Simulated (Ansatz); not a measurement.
Reaction (SMILES): Br[Si]Br (closed-shell singlet) → 2 Br atom + Si atom
B3LYP-D3(BJ)/def2-TZVP geometries, fixed; electronic energies without zero-point terms.
Largest species:
```xyz
3

Si     0.0168     0.0210     1.1850
Br     0.9530    -1.4915    -0.2242
Br    -0.9597     1.4831    -0.2498
```

Basis-set convergence of the atomisation energy at PBE with Ansatz (an electronic-structure program). Cartesian d functions, on some or all atoms, in 3-21G; all else is spherical. The program fits the integrals of some runs and decomposes those of others, by size. Open shells are unrestricted. No added dispersion term, no relativity. Functions are those of the species that has most. Reference: the value in aug-cc-pV(5+d)Z, 185.36 kcal/mol, itself unsure by roughly 0.19 kcal/mol (its mean distance from pcseg-4, aug-pcseg-3, aug-cc-pV(Q+d)Z). Deviations are taken from unrounded values.

```csv
basis,functions,atomisation energy (kcal/mol),minus reference (kcal/mol)
STO-3G,45,240.79,55.43
3-21G,59,154.95,-30.41
pcseg-1,72,181.36,-3.99
aug-pcseg-1,99,181.89,-3.46
aug-cc-pV(D+d)Z,104,183.44,-1.92
cc-pV(T+d)Z,125,185.31,-0.05
def2-TZVP,133,185.37,0.01
def2-TZVPD,157,185.51,0.15
cc-pV(Q+d)Z,200,185.26,-0.10
pcseg-3,200,185.07,-0.29
def2-QZVPP,248,185.32,-0.04
aug-cc-pV(Q+d)Z,275,185.28,-0.08
cc-pV(5+d)Z,308,185.31,-0.05
```

The smallest set listed that lies within 1 kcal/mol of the reference with all its larger relatives (same family, alike in diffuse functions; a set with none counts only in the reference's own line) is cc-pV(T+d)Z (125 functions, -0.05 kcal/mol off). (Relatives not listed, tested too: def2-TZVPP 0.06, def2-TZVPPD 0.19, def2-QZVP 0.00, def2-QZVPPD -0.07, pcseg-4 -0.26, aug-cc-pV(5+d)Z 0.00 kcal/mol.)
